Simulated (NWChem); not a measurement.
## Correlation energy of CdS

```xyz
2

Cd     0.0000     0.0000     0.5614
S      0.0000     0.0000    -1.6843
```
Charge 0, spin multiplicity 1.

All runs are NWChem calculations. Structure: optimised with PBE0/def2-SVP with def2 effective core potentials on Cd, a minimum by its harmonic frequencies.

Basis set: def2-TZVP. Each correlation energy counts from its own Hartree-Fock reference.

Effective core potentials replace the inner electrons of Cd; spin-orbit coupling is left out. The correlated methods keep 9 core orbitals frozen. The structure started from a generated list of species. Coupled-cluster values serve here as a point of comparison, not as the truth.

One of these methods gave a correlation energy of -511.0 mHa. Which?
A. CR-CCSD[T]
B. CCSD
C. MP2
D. SCS-MP2

C, MP2. The others give -467.8 (SCS-MP2), -521.7 (CR-CCSD[T]), -506.0 (CCSD).
